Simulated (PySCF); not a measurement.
Static response to an electric field

Compound: C4H9O2PSi.
Cartesian coordinates in Å at the GFN2-xTB level; atoms count from 1:
```
atom  x, y, z in Å
C1    -1.8646   -0.9769   -0.6496
O2    -0.6184   -0.9184    0.0011
C3    -0.5405    0.0501    1.0310
C4    -0.5874    1.4855    0.5580
O5    -1.3996    2.3218    0.8546
C6     0.7733    1.6757   -0.0537
Si7    1.3782    0.2603    1.0983
P8     2.0321   -1.4982   -0.0915
H9    -1.7907   -1.7692   -1.3925
H10   -2.6635   -1.2121    0.0628
H11   -2.1031   -0.0282   -1.1430
H12   -1.2439   -0.1740    1.8390
H13    0.7843    1.3601   -1.0955
H14    1.1317    2.6995    0.0022
H15    1.8957    0.7718    2.3720
H16    1.5074   -2.4390    0.7796
H17    3.3022   -1.5967    0.4668
```

Level: B3LYP/def2-SVPD (PySCF), static field, nuclei fixed, core orbitals frozen in the response. The polarisability tensor in these axes (au):

```
x   117.22 -13.15   0.81
y   -13.15 114.53   8.06
z     0.81   8.06  93.10
```

**Question.** Diagonalise the tensor; give its mean and Δα, where Δα² is half the sum of the squared differences of the eigenvalues.

**Answer.** Principal values 89.32, 105.77 and 129.76 au; mean 108.28 au = 16.05 Å³ = 17.85 × 10⁻⁴⁰ C²·m²/J; Δα = 35.22 au (33 % of the mean).

**Question.** What is the dipole moment, and where does it point?

**Answer.** (1.39, -1.95, -0.25) D, 2.40 D in size, pointing from the negative to the positive side. Measured along this direction, the outermost atoms are O5 at the negative end and H17 at the positive end.

**Question.** Find the Langevin capture rate constant for O2+ (31.990 u) meeting this molecule (148.011 u), k = 2.342 × 10⁻⁹ cm³/s × √(α in Å³ / reduced mass in u).

**Answer.** The reduced mass is 26.30 u, so k = 1.83 × 10⁻⁹ cm³/s. The formula leaves out the permanent dipole, which adds to the capture rate.

**Question.** Sum over states: ᾱ = Σ f/ω², ω in Eh. What share falls to these 8 lowest TDDFT singlets (eV, f)? 3.83, 0.0010; 5.10, 0.0234; 5.44, 0.0120; 5.74, 0.0589; 5.84, 0.0114; 5.93, 0.0142; 6.09, 0.0080; 6.24, 0.0071.

**Answer.** They add up to 3.18 au, 2.9 % of the 108.28 au; the largest single term is 1.32 au, from the state at 5.74 eV. Terms in order: 0.05, 0.67, 0.30, 1.32, 0.25, 0.30, 0.16, 0.13 au. Higher excitations give the rest. The strengths listed sum to 0.136.

**Question.** Rayleigh depolarisation ratio (linearly polarised light, static tensor)?

**Answer.** ρ = 3Δα²/(45ᾱ² + 4Δα²) = 3721.4/(527642 + 4961.9) = 0.00699.

**Question.** In a dilute gas of rigid molecules at 298 K, how does the orientational term μ²/3kT compare with the electronic polarisability?

**Answer.** In Gaussian units μ²/3kT = 46.85 Å³ against 16.05 Å³, a ratio of 2.92; the Debye molar polarisation (4π/3)N_A(α + μ²/3kT) is 158.7 cm³/mol, leaving out the vibrational part.

**Question.** Traceless (Buckingham) quadrupole moment about the centre of nuclear charge: eigenvalues?

**Answer.** -17.17, 4.95, 12.23 D·Å. The values depend on the origin, since the dipole doesn't vanish. The electronic extent ⟨r²⟩ about the same centre is 1381 bohr², a root-mean-square distance of 2.23 Å for the 78 electrons.

The structure is a single GFN2-xTB conformer in the gas phase; no vibrational or solvent corrections.
